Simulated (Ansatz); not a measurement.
Reaction (ligand exchange at the Si–C bond): `F[Si@H]1N[C@@H]1[SiH3]` + `BN` → `BN[SiH3]` + `F[SiH]1CN1`

Program: Ansatz. Geometries: PBE0-D4/def2-TZVP. ΔE: electronic, gas phase. CCSD(T)/CBS is the MP2 limit (def2-TZVPP, def2-QZVPP) plus CCSD(T) − MP2 in def2-TZVPP, frozen cores. This one scheme is used for every species. Functionals use def2-TZVPP. B3LYP here is the variant with VWN-RPA as its local correlation; programs differ in this.

```csv
level,ΔE (kJ/mol),difference from CCSD(T)/CBS
PBE-D4,-21.4,10.5
r2SCAN-D4,-27.6,4.3
PBE0-D4,-26.2,5.7
B3LYP-D4,-31.5,0.4
ωB97X-V,-32.8,-0.9
ωB97M-V,-31.6,0.3
B2PLYP,-35.1,-3.2
PBE,-23.8,8.1
PBE0,-28.5,3.4
B3LYP,-35.4,-3.5
HF/def2-TZVPP,-49.5,-17.6
SCS-MP2/def2-TZVPP,-36.8,-4.9
CCSD/def2-TZVPP,-35.7,-3.8
SCS-MP2/def2-QZVPP,-36.7,-4.8
HF/CBS(def2),-50.3,-18.4
MP2/CBS(def2),-32.5,-0.6
CCSD(T)/CBS,-31.9,0
```

Largest T1 diagnostic among the species: 0.013.

In def2-TZVPP, CCSD(T) changes the Hartree–Fock value by +16.9 kJ/mol (the triples alone add +3.2 kJ/mol) and MP2 by +16.4 kJ/mol. From PBE to PBE0 (25 % exact exchange), in def2-TZVPP and without D4, ΔE moves by −4.7 kJ/mol. The D4 term adds +3.9 kJ/mol with B3LYP and +2.3 kJ/mol with PBE0; it sums over pairs of atoms, weighted by their polarisabilities, and B3LYP, whose exchange is more repulsive, gets the larger term.
